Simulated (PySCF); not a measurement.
C₃H₄ClFSi, SMILES FC1=C(Cl)C[SiH2]1.

Coordinates come from a ωB97X-D3(BJ)/def2-SVP optimisation. The structure was generated by enumeration, and PubChem lists no compound with its InChIKey, so it may never have been made.

Two levels are set side by side: TDA-PBE/def2-SVPD (PySCF) and TDA-PBE0/def2-SVPD (PySCF). Vertical, same geometry. The lowest singlet is HOMO→LUMO+1 99 % with PBE and HOMO→LUMO+1 95 % with the other functional; states are paired by order. Differences are taken from unrounded values.

| quantity | TDA-PBE0 | TDA-PBE | TDA-PBE minus TDA-PBE0 |
|---|---|---|---|
| lowest singlet excitation (eV) | 6.03 | 5.33 | -0.70 |
| lowest triplet excitation (TDA) (eV) | 4.12 | 4.14 | 0.02 |
| first bright state (f over 0.05) (eV) | 6.63 | 6.20 | -0.43 |
| its oscillator strength | 0.21 | 0.12 | -0.09 |

Functionals without exact exchange tend to place singlet excitations lower, as here. Differences between two approximate levels are no errors against the true value.

Rough cost on one machine, each run with all the roots and properties that it gave: TDA-PBE0 against TDA-PBE about 3 times.
